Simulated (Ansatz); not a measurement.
C3H2, SMILES [C]([CH2])[C] (connectivity only; charge and spin as stated), neutral, multiplicity 1.

Coordinates come from a PBE0-D3(BJ)/def2-TZVP optimisation.

Two levels are set side by side: PBE/def2-TZVPD (Ansatz, a first-principles code) and CAM-B3LYP/def2-TZVPD (Ansatz). Energy differences of separate SCF runs at the same geometry; the states with an electron removed or added have multiplicity 2 and 2. Differences are taken from unrounded values.

```
quantity                           CAM-B3LYP    PBE  PBE minus CAM-B3LYP
---------------------------------  ---------  -----  -------------------
vertical ionisation energy (eV)        10.46  10.33                -0.13
vertical electron affinity (eV)         1.85   1.79                -0.07
vertical singlet–triplet gap (eV)       1.29   1.25                -0.05
```
